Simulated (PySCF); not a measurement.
## Simulated absorption spectrum

Species: selenium tetrafluoride, SeF4.
InChI=1S/F4Se/c1-5(2,3)4

Level of theory: TDDFT B3LYP/def2-SVPD, vertical, gas phase, core orbitals frozen in the response in PySCF 2.14.0, density-fitted response routines. Isolated species at its PBE0-D3(BJ)/def2-SVP geometry, gas phase. Relativistic effects, spin–orbit coupling among them, are left out although an element past zinc is present.

Computed states:

| state | E (eV) | f |
| --- | --- | --- |
| S1 | 6.08 | 0.035 |
| S2 | 7.02 | 0.0000 |
| S3 | 7.06 | 0.0095 |
| S4 | 7.27 | 0.044 |
| S5 | 7.47 | 0.0008 |
| S6 | 7.63 | 0.0000 |
| S7 | 8.27 | 0.0000 |
| S8 | 8.36 | 0.0071 |
| S9 | 8.49 | 0.0001 |
| S10 | 8.57 | 0.0000 |

Each state is given a Gaussian of 0.3 eV full width at half maximum, with ε(max) = 2.175×10⁸ f / Δν̃ (Δν̃ the width in cm⁻¹). The width is an assumption, not a result. The curve ends short of the highest state used, and states not computed would add to its high-energy end.

(1) What does the envelope look like, and where are its maxima?

(2) On this curve, what absorbance would a 10⁻⁵ mol/L sample give at 193 nm over a 1 cm path?

(3) Coming from long wavelengths, where does ε first pass 100 L mol⁻¹ cm⁻¹?

Answers

(1) 
λ (nm), ε (L mol⁻¹ cm⁻¹) and a bar:
```
    155.6          5 
    157.5          1 
    159.3          5 
    161.2         32 
    163.0        154 #
    164.9        624 #####
    166.7       1676 ############
    168.6       3210 #######################
    170.4       4133 ##############################
    172.3       3848 ############################
    174.1       2806 ####################
    176.0       1699 ############
    177.8        943 #######
    179.7        439 ###
    181.5        176 #
    183.4         53 
    185.2         14 
    187.1          3 
    188.9          3 
    190.8         13 
    192.6         58 
    194.5        207 #
    196.3        543 ####
    198.2       1185 #########
    200.0       1999 ###############
    201.9       2796 ####################
    203.7       3164 #######################
    205.6       2971 ######################
    207.4       2351 #################
    209.3       1544 ###########
    211.1        887 ######
    213.0        423 ###
    214.8        182 #
    216.7         65 
    218.5         22 
    220.3          6
```

Maxima: 204 nm (6.08 eV), ε about 3200, made up of S1 (100%); 171 nm (7.25 eV), ε about 4200, made up of S4 (93%) (ε in L mol⁻¹ cm⁻¹; maxima over ε = 5, shares over 10%). At its high-energy end, 7.97 eV, the curve is still rising (ε about 5.3, from S8).

(2) 193 nm is 6.424 eV, where ε is about 77 L mol⁻¹ cm⁻¹, so A = ε c l ≈ 0.00077 (Beer–Lambert, with the gas-phase spectrum and the assumed width).

(3) At about 216 nm (5.74 eV), 0.33 eV below S1.

The vertical ionisation energy (ΔSCF) is 13.12 eV, 4.55 eV above S10.
